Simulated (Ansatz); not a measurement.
Ansatz (a program for electronic structure) input (B3LYP-D3(BJ)/def2-TZVP):

Ansatz 0.2 input:
```yaml
crystal:
  periodic: [false, false, false]
  atoms:
    - {symbol: Hf, position_ang: [-0.20228394, -0.61070420, -0.38816542]}
    - {symbol: O, position_ang: [1.23920454, 0.49590324, -0.70406197]}
    - {symbol: O, position_ang: [-0.97853953, 0.08991956, 1.13107988]}
basis:
  gaussian:
    orbitals: def2-TZVP
hamiltonian:
  xc: b3lyp
  dispersion: d3bj
total_charge: 1
magnetization: {spin_polarized: true, initial_magnetization: 1}
relax: {f_tol: 0.002, max_steps: 150}
```

End of the output:

```
these checks for a lower state are left out or cut short: starts, cluster_reference, orbital_swaps, neighbouring_geometries, increment
integrals: 0.03 GiB planned
675 factors; their error is unknown
mean field: 0.35 GiB planned
mean field -5394.39116394 eV, -198.2402188250 hartree, gradient 2.9e-5 eV, S^2 0.786315; 0 other end points of the search recorded, 0 dependent functions left out
the calculation of the forces begins
reference -5394.39137396 eV, -198.2402265434 hartree; 14, 13 occupied and 88, 89 virtual orbitals, 675 factors
relax step   3: F+E_penalty+E_count = -5394.47843071 eV  Δ(F+E_penalty+E_count) = -5.054e-3 eV  max|allowed force component| = 1.776e-2 eV/Å  Δτ_max = 0.0308 Å  (43 SCF iters, accepted)
these checks for a lower state are left out or cut short: starts, cluster_reference, orbital_swaps, neighbouring_geometries, increment
integrals: 0.03 GiB planned
675 factors; their error is unknown
mean field: 0.35 GiB planned
mean field evaluation 64: about -5394.3913 eV, gradient 8.5e-6 eV
mean field -5394.39125898 eV, -198.2402223179 hartree, gradient 8.5e-6 eV, S^2 0.786254; 0 other end points of the search recorded, 0 dependent functions left out
the calculation of the forces begins
reference -5394.39146884 eV, -198.2402300302 hartree; 14, 13 occupied and 88, 89 virtual orbitals, 675 factors
relax step   4: F+E_penalty+E_count = -5394.47858530 eV  Δ(F+E_penalty+E_count) = -1.546e-4 eV  max|allowed force component| = 3.304e-3 eV/Å  Δτ_max = 0.0066 Å  (45 SCF iters, accepted)
these checks for a lower state are left out or cut short: starts, cluster_reference, orbital_swaps, neighbouring_geometries, increment
integrals: 0.03 GiB planned
675 factors; their error is unknown
mean field: 0.35 GiB planned
mean field -5394.39126069 eV, -198.2402223805 hartree, gradient 1.3e-5 eV, S^2 0.786230; 0 other end points of the search recorded, 0 dependent functions left out
the calculation of the forces begins
reference -5394.39147055 eV, -198.2402300929 hartree; 14, 13 occupied and 88, 89 virtual orbitals, 675 factors
relax step   5: F+E_penalty+E_count = -5394.47858520 eV  Δ(F+E_penalty+E_count) = +9.759e-8 eV  max|allowed force component| = 4.970e-3 eV/Å  Δτ_max = 0.0003 Å  (45 SCF iters, rejected (line search))
these checks for a lower state are left out or cut short: starts, cluster_reference, orbital_swaps, neighbouring_geometries, increment
integrals: 0.03 GiB planned
675 factors; their error is unknown
mean field: 0.35 GiB planned
mean field -5394.39126046 eV, -198.2402223723 hartree, gradient 4.3e-5 eV, S^2 0.786246; 0 other end points of the search recorded, 0 dependent functions left out
the calculation of the forces begins
reference -5394.39147033 eV, -198.2402300847 hartree; 14, 13 occupied and 88, 89 virtual orbitals, 675 factors
relax step   6: F+E_penalty+E_count = -5394.47858566 eV  Δ(F+E_penalty+E_count) = -3.555e-7 eV  max|allowed force component| = 3.106e-4 eV/Å  Δτ_max = 0.0001 Å  (33 SCF iters, accepted)
integrals: 0.03 GiB planned
675 factors; their error is unknown
mean field: 0.35 GiB planned
mean field evaluation 96: about -5394.3913 eV, gradient 1.1e-4 eV
mean field -5394.39126046 eV, -198.2402223723 hartree, gradient 4.3e-5 eV, S^2 0.786246; 3 other end points of the search recorded, 0 dependent functions left out
the calculation of the forces begins
reference -5394.39147033 eV, -198.2402300847 hartree; 14, 13 occupied and 88, 89 virtual orbitals, 675 factors
Total energy: -5394.47879552 eV, -198.2434392263 hartree
Atom 0 at    -0.218318    -0.654290    -0.417197 Å, force     0.000311     0.000218    -0.000089 eV/Å
Atom 1 at     1.146755     0.499298    -0.606419 Å, force    -0.000038    -0.000198    -0.000167 eV/Å
Atom 2 at    -0.870056     0.130111     1.062468 Å, force    -0.000272    -0.000020     0.000256 eV/Å
Dipole moment:    -0.402253    -1.093216    -0.728078 e Å
```

The spin state was set by rule; other spins were not relaxed.
